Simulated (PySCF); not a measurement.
Geometry:
| atom | x (Å) | y (Å) | z (Å) |
| --- | --- | --- | --- |
| C1 | -2.547 | -0.233 | 0.523 |
| N2 | -1.220 | -0.188 | -0.022 |
| C3 | -0.732 | 1.011 | -0.685 |
| C4 | 0.794 | 0.820 | -0.784 |
| C5 | 1.054 | -0.379 | 0.107 |
| C6 | 2.344 | -0.908 | 0.443 |
| N7 | 3.486 | -0.483 | 0.096 |
| C8 | -0.151 | -0.851 | 0.494 |
| F9 | -0.387 | -1.906 | 1.273 |
| H10 | -2.714 | -1.207 | 0.979 |
| H11 | -3.271 | -0.087 | -0.280 |
| H12 | -2.700 | 0.546 | 1.280 |
| H13 | -0.990 | 1.897 | -0.090 |
| H14 | -1.206 | 1.109 | -1.665 |
| H15 | 1.100 | 0.606 | -1.812 |
| H16 | 1.338 | 1.704 | -0.447 |
| H17 | 2.336 | -1.784 | 1.088 |
| H18 | 3.459 | 0.339 | -0.508 |

- shielding tensors at PBE0/pcSseg-1 (GIAO)
- geometry: GFN2-xTB
- run in PySCF 2.14
- no relativistic terms, gas phase, averaged over atoms made equivalent by symmetry, fast rotation or ring inversion, single conformer

Scale: 13C (σref 186.93) and 1H (σref 31.72) vs TMS; 15N (σref 267.73) against NH3; CFCl3 for 19F (σref 170.95) (reference shieldings calculated alike).

| atoms | nucleus | count | Hirshfeld charge | δ (ppm) |
| --- | --- | --- | --- | --- |
| N2 | 15N | 1 | -0.06 | 90.0 |
| F9 | 19F | 1 | -0.05 | -130.4 |
| C4 | 13C | 1 | -0.07 | 24.6 |
| C8 | 13C | 1 | 0.14 | 168.2 |
| C5 | 13C | 1 | -0.08 | ? |
| H13/H14 | 1H | 2 | 0.04 | 3.33 |
| H17 | 1H | 1 | 0.04 | 8.26 |
| H15/H16 | 1H | 2 | 0.04 | ? |
| C6 | 13C | 1 | 0.01 | 160.8 |
| N7 | 15N | 1 | -0.27 | 315.7 |
| H10/H11/H12 | 1H | 3 | 0.05 | ? |
| C1 | 13C | 1 | -0.06 | 32.9 |
| C3 | 13C | 1 | -0.01 | ? |
| H18 | 1H | 1 | 0.09 | 9.08 |

Question: Fill in the missing shifts.

Answer: 
- C5: 90.9 ppm, carbon bonded to 3 C
- C3: 50.6 ppm, carbon bonded to C, N, 2 H
- H10/H11/H12: 2.77 ppm, hydrogen on a carbon bonded to N
- H15/H16: 2.69 ppm, hydrogen on a carbon bonded to 2 C

OH/NH shifts are gas-phase values; hydrogen bonding in solution moves them, usually downfield. Shifts are as computed. Against solution values, carbons near 30 ppm lie about +3 ppm off and those near 130 ppm about +5 ppm. Of 1211 compounds with measured shifts, 218 miss one by over three times the rms of a fit or turn the order of signals round; such compounds aren't used in these exercises. Unscaled 19F shifts against computed CFCl3 carry errors that often reach 10 to 50 ppm. Experimental scales use liquid or dissolved standards, which lie at an offset from isolated NH3 (liquid NH3: subtract about 20 ppm). Unscaled 15N shifts of sp2 nitrogen come out 20 to 40 ppm too high even then.
